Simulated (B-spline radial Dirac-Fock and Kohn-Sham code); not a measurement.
Form factor and incoherent scattering function of Dy⁴³⁺

System: dysprosium as Dy⁴³⁺, [Ar] 3d5.

Level of theory: Dirac-Fock orbitals of the configuration average with a finite nucleus; a radial B-spline solver. f₀ is the Fourier transform of the spherical electron density, S the Waller-Hartree incoherent function, and s = sin θ/λ. The electron scattering factor follows from the Mott-Bethe formula f_e = 0.023934 Å⁻¹·(Z − f₀)/s².

```
s (Å⁻¹)      f₀       S  f_e (Å)
      0  23.000   0.000        –
   0.06  22.980   0.018  286.008
   0.08  22.965   0.032  160.936
    0.1  22.946   0.050  103.046
   0.12  22.922   0.072   71.599
   0.15  22.878   0.112   45.870
   0.18  22.825   0.161   31.894
   0.22  22.739   0.240   21.393
   0.27  22.609   0.360   14.246
   0.33  22.419   0.534    9.578
    0.4  22.154   0.775    6.559
   0.49  21.747   1.143    4.411
    0.6  21.158   1.671    2.981
   0.74  20.282   2.445    1.998
    0.9  19.145   3.430    1.384
    1.1  17.590   4.747    0.958
   1.35  15.568   6.415    0.662
   1.66  13.155   8.366    0.459
   2.03  10.675  10.390    0.321
   2.48   8.426  12.371    0.224
   3.04   6.681  14.240    0.154
   3.73   5.501  15.947    0.104
   4.56   4.595  17.491    0.071
```

f₀ starts at the number of electrons, 23, and has fallen to half at s ≈ 1.91 Å⁻¹. The sum of ⟨r²⟩ over the electrons is 0.7369 bohr². For an ion f_e diverges as s goes to zero, because of the net charge.

Values without a named source are computed, but for edge energies of neutral atoms, which are taken from tables.
